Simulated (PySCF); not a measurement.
Vertical excitations of a molecule CH₄Cl₂OSi₂ from TDDFT-CAM-B3LYP/def2-SVPD run with PySCF 2.14.0, as energy in eV (oscillator strength): 6.05 (0.020), 6.14 (0.019), 6.38 (0.000), 6.48 (0.163), 6.81 (0.030), 6.91 (0.035), 6.98 (0.033), 7.23 (0.025), 7.25 (0.000), 7.52 (0.109). Lowest triplet (TDA): 5.34 eV. Coordinates come from a PBE-D3(BJ)/def2-SVP optimisation. One conformer was computed; it need not be the lowest.

Question: Pick the molecule that these values belong to.
A) Cl[Si@@H]1CO[Si@H]1Cl
B) Cl[Si]1(Cl)CO[SiH2]1
C) O=C[SiH2][SiH](Cl)Cl
D) Cl[Si]1(Cl)OC[SiH2]1

Answer: B, Cl[Si]1(Cl)CO[SiH2]1
